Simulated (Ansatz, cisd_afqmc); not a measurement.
System: CsCl, charge 0, singlet. CsCl (SMILES [Cs][Cl]).
B3LYP-D3(BJ)/def2-TZVP minimum from Ansatz (an electronic-structure program):
```xyz
2

Cs     0.0000     0.0000    -0.6988
Cl     0.0000     0.0000     2.2608
```
Charge 0, spin multiplicity 1.

Total energies in def2-SVP, 8 correlated electrons, 9 frozen orbitals. Open shells are spin-unrestricted; no spin-orbit coupling. Cores are frozen in correlated methods (noble-gas shells, and filled d and f shells in the p block). Past Kr the def2 sets carry scalar-relativistic core potentials. AFQMC/CISD: phaseless, guided by CISD from CCSD amplitudes; bars are statistical, one sigma. Outlying blocks are dropped, and bars are widened where a walk drifts. Over all cases where full CI ran beside it in this data, AFQMC minus full CI had a median of +0.1 mEh and passed +0.4 mEh in a tenth of the cases.

| method | program | energy (Eh) | minus CCSDTQ (mEh) |
|---|---|---|---|
| HF | Ansatz | -479.29282 | 150.92 |
| MP2 | Ansatz | -479.42985 | 13.90 |
| CCSD | Ansatz | -479.44136 | 2.38 |
| CCSD(T) | Ansatz | -479.44336 | 0.39 |
| CCSDT(Q) | Ansatz | -479.44374 | 0.00 |
| CCSDTQ | Ansatz | -479.44374 | 0.00 |
| AFQMC/CISD | cisd_afqmc | -479.4438 ± 0.0001 | -0.1 ± 0.1 |

Rough core times of Ansatz's runs on a shared machine: CCSD(T) under 20 s, CCSDT(Q) under 20 s, CCSDTQ 90 s.
